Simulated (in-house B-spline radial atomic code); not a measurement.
## Ionising Kr7+ with different functionals

Computed with an all-electron radial atomic-structure program (B-spline basis): four-component Dirac-Coulomb Hamiltonian, Fermi nucleus of rms radius 4.1884 fm, spin-restricted, spherical fractional occupations for the functionals. The ionisation energy is the difference of two self-consistent energies, [Ar] 3d10 4s1 → [Ar] 3d10, without Breit or QED terms; ε is the level of the shell that loses the electron (mean over j).

Hybrids are left out here: with spherical fractional occupations of an open shell their exact exchange keeps a self-interaction that integer-occupation calculations don't have.

```
           method  rung  ΔSCF (eV)  -ε(4s) (eV)
         LDA VWN5   LDA     127.00       118.99
 relativistic LDA   LDA     126.87       118.87
         LDA PW92   LDA          ?            ?
LDA exchange-only   LDA     125.46       117.40
              PBE   GGA     126.81       118.49
           PBEsol   GGA     126.39       118.28
             BLYP   GGA     127.21       118.80
             RPBE   GGA     126.62       118.08
             PW91   GGA          ?            ?
             BP86   GGA     126.32       118.49
             AM05   GGA     126.21       118.23
             OLYP   GGA     126.56       117.71
```

(1) What does LDA PW92 give?

(2) What does PW91 give?

(3) How do they compare with the NIST value?

## Answers

(1) ΔSCF 126.99 eV, and -ε(4s) = 118.98 eV.

(2) ΔSCF 126.94 eV, and -ε(4s) = 118.58 eV.

(3) NIST lists 125.802 eV ± 0.003 (measured, ground level to ground level). Errors run from -0.35 to +1.41 eV; AM05 is closest (+0.41 eV), but part of that can be cancellation, since the calculations leave out Breit-QED terms, spin polarisation.
